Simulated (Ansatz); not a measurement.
Mulliken charges of `[SH2+][Al-]([Cl])([Cl])[Cl]` from r2SCAN/def2-TZVPP in Ansatz (PBE0-D4/def2-TZVP geometry).

| atom | x (Å) | y (Å) | z (Å) | charge (e) |
| --- | --- | --- | --- | --- |
| S1 | -0.829 | 0.731 | 1.056 | 0.001 |
| Al2 | 0.397 | -0.804 | -0.436 | 0.522 |
| Cl3 | 1.692 | -1.655 | 0.982 | -0.268 |
| Cl4 | -1.228 | -1.946 | -1.118 | -0.268 |
| Cl5 | 1.248 | 0.547 | -1.807 | -0.280 |
| H6 | -1.399 | 1.450 | 0.071 | 0.146 |
| H7 | 0.180 | 1.608 | 1.207 | 0.146 |

**Question.** By hand: the dipole of these point charges (1 e Å = 4.8032 D).

**Answer.** Σ q r = (-0.445, 0.839, 0.502) e Å, of length 1.074 e Å = 5.16 D.

**Question.** How does the dipole of the full density compare? (Estimate.)

**Answer.** Computed: (-0.412, 0.797, 0.462) e Å, 4.85 D; the point charges give 1.06 times that, at 1° from its direction.

Point charges leave out the atoms' own dipoles, such as those of lone pairs, and Mulliken's split depends on the basis, so the close match here is no proof of good charges.
